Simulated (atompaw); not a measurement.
## What one change does to a pseudopotential (Ta (Z = 73), PAW (atompaw))

atompaw 4.2.0.5 input, output lines left out:

```
Ta 73
GGA-PBE scalarrelativistic loggrid 2001 logderivrange -8 5 326
6 6 5 4 0 0
6 0 0.5
6 1 0
5 2 3
0 0 0
c
c
c
c
v
v
c
c
c
v
v
c
c
v
c
2
2.65 2.20 2.60 1.65
n
n
y
2.8
n
custom polynom2 7 10 vanderbiltortho besselshape
3 0 ultrasoft
1.40
2.65
1.45
2.65
2.65
2.65
```

Change: local potential ultrasoft scheme with l = 3 at 0 Ry, radius 1.66 bohr.

Cutoffs: the cutoffs (Ry, on a coarse ladder) from which the occupation-weighted sum of valence levels, in a spherical-Bessel basis at the reference potential, stays within 10 and 1 mRy of its value at 400 Ry; they do not see the model core or the augmentation charge, which bear on the density cutoff.

**Question.** What does the change do?

**Answer.** The potential gets neither clearly harder nor softer (30 Ry and 110 Ry → 30 Ry and 110 Ry); the range in which the p phases agree narrows (upper end 3.4 → 1.7); the range in which the d phases agree narrows (upper end at the end of the scan → 1.7); neither file shows a bound ghost.

| quantity | base | changed |
| --- | --- | --- |
| cutoff, loose | 30 Ry | 30 Ry |
| cutoff, tight | 110 Ry | 110 Ry |
| bound ghosts | none | none |
| s: phases at 2.67 bohr within 0.05 rad from the reference energy up to (Ry; the scan ends near 5) | 2.4 | 1.8 |
| p: phases at 2.67 bohr within 0.05 rad from the reference energy up to (Ry; the scan ends near 5) | 3.4 | 1.7 |
| d: phases at 2.67 bohr within 0.05 rad from the reference energy up to (Ry; the scan ends near 5) | to the end of the scan | 1.7 |
| lowest overlap eigenvalue by channel | s 0.38, p 0.48, d 0.89 | s 0.37, p 0.47, d 0.89 |

 The cutoffs see the waves, projectors and local potential, not the compensation charge or the core.
